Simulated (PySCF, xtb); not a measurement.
C2H8BeN2, SMILES C[N](C)[Be][NH2].

GFN2-xTB run with xtb at its own geometry gives an orbital gap of 5.81 eV and a dipole moment of 0.66 D.

The structure is a stationary point at PBE0-D3(BJ)/def2-SVP. One conformer was computed; it need not be the lowest.

Question: What does PBE/def2-TZVP run with PySCF give? (The exact figures need the calculation; the answer reports its results.)

Answer: gap 4.12 eV (levels -4.77 and -0.65 eV), dipole 0.50 D.
